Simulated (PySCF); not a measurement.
Tc⁺: interval between two levels

Tc⁺ [Kr] 4d5 5s1 [7S3, M_J = 3] → Tc⁺ [Kr] 4d5 5p1 [7P4, M_J = 4], as a difference of total energies. Calculation: PySCF 2.14, in x2c-SVPall-2c with one added diffuse shell each of s, p, d type (7s9p7d1f, 76 functions); the two-component X2C-1e Hamiltonian. Correlated levels: [Ar] 3d10 frozen; the 6 highest virtual spinors dropped. "Screened" scales the spin-orbit matrix elements by Boettger's factors to mimic the two-electron term; Breit and QED terms are absent.

| method | interval between two levels (cm⁻¹) |
| --- | --- |
| GHF (spin-free) | 35853 |
| GMP2 (spin-free) | 37600 |
| GHF (screened spin-orbit) | 36399 |
| GMP2 (screened spin-orbit) | 38202 |

The labels give the starting determinants; with spin-orbit coupling the two ends relaxed to ⟨J²⟩ = 12.00, ⟨L²⟩ = 0.02, ⟨S²⟩ = 11.99 and ⟨J²⟩ = 20.01, ⟨L²⟩ = 2.03, ⟨S²⟩ = 11.98.
